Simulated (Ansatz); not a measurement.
Cost and result for the atomization energy of C$_{2}$H$_{7}$NSi (`C1C[SiH2]N1`) (11 atoms, 11 bonds).

Cartesian coordinates in Å:
```
C 1.1017 -0.0525 0.0088
C -0.0290 -0.3292 1.0384
Si -1.2224 0.1601 -0.3335
N 0.2707 0.1754 -1.1770
H 1.6967 0.8239 0.2935
H 1.7870 -0.8999 -0.1100
H 0.0095 0.3037 1.9236
H -0.0771 -1.3718 1.3514
H -1.9426 1.4601 -0.1686
H -2.2455 -0.8200 -0.8001
H 0.6510 0.5502 -2.0265
```

The species carries charge 0 and has multiplicity 1. The structure was optimised at the PBE0-D4/def2-TZVP level. Program: Ansatz. All runs use 2 threads of an Arm Neoverse V1 on a shared host. Times are those of one run each, without the atoms' runs, and a repeat can differ threefold. Electronic energies, without spin–orbit coupling; frozen cores. CCSD(T)/CBS adds CCSD(T) − MP2 in def2-TZVPP to the MP2 limit, and its time is that of the two runs behind it. T1 = 0.010. B3LYP takes the VWN-RPA correlation (the form of Gaussian; ORCA's B3LYP/G). HSE06 is the plane-wave form, built on full-range PBE exchange.

CCSD(T)/CBS is a level of theory with its own doubt, some kJ/mol a heavy atom from the limit and from the frozen cores, so smaller differences don't rank the functionals.

| level | functions | wall time | atomization (kcal/mol) | difference from CCSD(T)/CBS | per bond |
| --- | --- | --- | --- | --- | --- |
| LDA (SPW92)/def2-TZVPP | 233 | 1.8 s | 1092.1 | 131.6 | 12.0 |
| revPBE-D4/def2-TZVPP | 233 | 2.9 s | 955.3 | -5.2 | -0.5 |
| PBE-D4/def2-TZVPP (with forces) | 233 | 3.6 s | 975.8 | 15.3 | 1.4 |
| PBE0-D4/def2-TZVPP | 233 | 4.6 s | 963.5 | 3.0 | 0.3 |
| CCSD(T)/def2-SVP | 95 | 4.8 s | 904.0 | -56.5 | -5.1 |
| HSE06-D4/def2-TZVPP | 233 | 5.5 s | 964.2 | 3.7 | 0.3 |
| CAM-B3LYP-D4/def2-TZVPP | 233 | 5.5 s | 966.5 | 6.0 | 0.5 |
| r2SCAN-D4/def2-TZVPP (with forces) | 233 | 8 s | 959.4 | -1.1 | -0.1 |
| B3LYP-D4/def2-TZVPP (with forces) | 233 | 8 s | 962.0 | 1.5 | 0.1 |
| B2PLYP/def2-TZVPP | 233 | 8 s | 950.6 | -9.9 | -0.9 |
| MP2/def2-QZVPP | 451 | 32 s | 959.1 | -1.4 | -0.1 |
| CCSD(T)/def2-TZVPP | 233 | 7.6 min | 934.8 | -25.7 | -2.3 |
| CCSD(T)/CBS(def2) | – | 8.1 min | 960.5 | 0.0 | 0.0 |

The D4 term adds +8.0 kcal/mol with B3LYP and +4.1 kcal/mol with PBE0; it sums over pairs of atoms, weighted by their polarisabilities, and B3LYP, whose exchange is more repulsive, gets the larger term. In def2-TZVPP, CCSD(T) changes the Hartree–Fock value by +236.6 kcal/mol (the triples alone add +12.5 kcal/mol) and MP2 by +245.6 kcal/mol; breaking electron pairs costs correlation energy, which Hartree–Fock lacks. From BLYP to BHLYP (50 % exact exchange), in def2-TZVPP and without D4, the atomization energy moves by −12.5 kcal/mol: exact exchange takes away binding that semilocal exchange gives to molecules.
